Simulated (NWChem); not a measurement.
System: BCl$_{2}$, doublet; SMILES Cl[B]Cl

The following NWChem deck was run.

```
start job
memory heap 200 mb stack 900 mb global 1100 mb
geometry units angstroms noautoz
  Cl     1.539425     0.000000    -0.101292
  B      0.000000     0.000000     0.706684
  Cl    -1.539425     0.000000    -0.101292
end
basis spherical
  Cl library def2-tzvp
  B library def2-tzvp
end
dft
  odft
  mult 2
  xc xpbe96 cpbe96
  iterations 200
  convergence nolevelshifting
end
task dft gradient
```

NWChem printed, in part:

```
             Northwest Computational Chemistry Package (NWChem) 7.3.0
             --------------------------------------------------------

 C2V symmetry detected

                             Geometry "geometry" -> ""
                             -------------------------

 Output coordinates in angstroms (scale by  1.889725989 to convert to a.u.)

  No.       Tag          Charge          X              Y              Z
 ---- ---------------- ---------- -------------- -------------- --------------
    1 Cl                  17.0000     1.53942500     0.00000000    -0.10358667
    2 B                    5.0000     0.00000000     0.00000000     0.70438933
    3 Cl                  17.0000    -1.53942500     0.00000000    -0.10358667

 Effective nuclear repulsion energy (a.u.)     101.4153692348

      Symmetry information
      --------------------

 Group name             C2v
 Group number             16
 Group order               4
 No. of unique centers     2

  pbe96 is a nonlocal functional; adding pw91lda local functional.

                                 NWChem DFT Module
                                 -----------------

 Summary of "ao basis" -> "ao basis" (spherical)
 ------------------------------------------------------------------------------
       Tag                 Description            Shells   Functions and Types
 ---------------- ------------------------------  ------  ---------------------
 Cl                        def2-tzvp                13       37   5s5p2d1f
 B                         def2-tzvp                11       31   5s3p2d1f

      Symmetry analysis of basis
      --------------------------

        a1         39
        a2         15
        b1         32
        b2         19

            General Information
            -------------------
          SCF calculation type: DFT
          Wavefunction type:  spin polarized.
          No. of atoms     :     3
          No. of electrons :    39
           Alpha electrons :    20
            Beta electrons :    19
          Charge           :     0
          Spin multiplicity:     2
          Use of symmetry is: on ; symmetry adaption is: on
          Maximum number of iterations: 200
          AO basis - number of functions:   105
                     number of shells:    37
          Convergence on energy requested:  1.00D-06
          Convergence on density requested:  1.00D-05
          Convergence on gradient requested:  5.00D-04

              XC Information
              --------------
          PerdewBurkeErnzerhof Exchange Functional  1.000
            Perdew 1991 LDA Correlation Functional  1.000 local
           PerdewBurkeErnz. Correlation Functional  1.000 non-local

             Grid Information
             ----------------
          Grid used for XC integration:  medium
          Radial quadrature: Mura-Knowles
          Angular quadrature: Lebedev.
          Tag              B.-S. Rad. Rad. Pts. Rad. Cut. Ang. Pts.
          ---              ---------- --------- --------- ---------
          Cl                  1.00       88          10.0       590
          B                   0.85       49           7.0       434
          Grid pruning is: on
          Number of quadrature shells:   137
          Spatial weights used:  Erf1

      Superposition of Atomic Density Guess
      -------------------------------------

 Sum of atomic energies:        -943.49009005

      Non-variational initial energy
      ------------------------------

 Total energy =    -944.152671
 1-e energy   =   -1504.280033
 2-e energy   =     458.711993
 HOMO         =      -0.118466
 LUMO         =       0.030165

   Symmetry analysis of molecular orbitals - initial alpha
   -------------------------------------------------------

  Numbering of irreducible representations:

     1 a1          2 a2          3 b1          4 b2

  Orbital symmetries:

     1 a1          2 b1          3 a1          4 b1          5 a1
     6 b1          7 a1          8 b2          9 b1         10 a2
    11 a1         12 a1         13 b1         14 a1         15 b1
    16 a1         17 b2         18 a2         19 b1         20 a1
    21 b2         22 a1         23 a1         24 b1         25 b2
    26 a1         27 b1         28 a1         29 b1         30 a2

   Symmetry analysis of molecular orbitals - initial beta
   ------------------------------------------------------

  Numbering of irreducible representations:

     1 a1          2 a2          3 b1          4 b2

  Orbital symmetries:

     1 a1          2 b1          3 a1          4 b1          5 a1
     6 b1          7 a1          8 b2          9 b1         10 a2
    11 a1         12 a1         13 b1         14 a1         15 b1
    16 a1         17 b2         18 a2         19 b1         20 a1
    21 b2         22 a1         23 a1         24 b1         25 b2
    26 a1         27 b1         28 a1         29 b1         30 a2

[...]

                         DFT ENERGY GRADIENTS

    atom               coordinates                        gradient
                 x          y          z           x          y          z
   1 Cl      2.909091   0.000000  -0.195750    0.002764   0.000000  -0.002178
   2 B       0.000000   0.000000   1.331103    0.000000   0.000000   0.004357
   3 Cl     -2.909091   0.000000  -0.195750   -0.002764   0.000000  -0.002178
```

Level: PBE/def2-TZVP, spin-unrestricted. In the optimisation the excess spin sits in a1 (C2v, its own frame). The geometry was optimised at PBE-D3(BJ)/def2-SVP, spin-unrestricted. No stability test was run on the SCF state.
